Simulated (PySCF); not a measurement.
Problem. Write Cartesian coordinates for `O=C(C#[C][GeH3])C=O` as optimised with PBE0-D3(BJ)/def2-SVP.

Solution. 
```
atom  x, y, z in Å
O1    -2.393    1.207   -0.244
C2    -2.450    0.083   -0.648
C3    -1.275   -0.899   -0.623
O4    -1.439   -2.018   -1.051
C5    -0.032   -0.404   -0.080
C6     1.016    0.020    0.378
Ge7    2.654    0.688    1.097
H8    -3.368   -0.380   -1.089
H9     2.429    2.135    1.546
H10    3.040   -0.204    2.282
H11    3.712    0.614   -0.009
```

Orientation and origin are arbitrary. Atoms count from 1 in this order. The C–C distances run from 1.220 Å (C5≡C6, drawn triple) to 1.531 Å (C2–C3, drawn single), a spread of 0.311 Å. The 7 heavy atoms lie in one plane (0.002 Å rms). Ge7 (germanium bonded to C and 3 H) is tetrahedral (angles from 107.7° to 111.1°).

Bonds between heavy atoms (Å): O1=C2 1.196, C2–C3 1.531, C3=O4 1.209, C3–C5 1.444, C5≡C6 1.220, C6–Ge7 1.909.

Method: PBE0-D3(BJ)/def2-SVP geometry optimisation, gas phase (PySCF).

Point group: Cs (tolerance 0.08 Å). Stationary, but not proved a minimum. One conformer, not necessarily the lowest (O1–C2–C3–O4 180°).
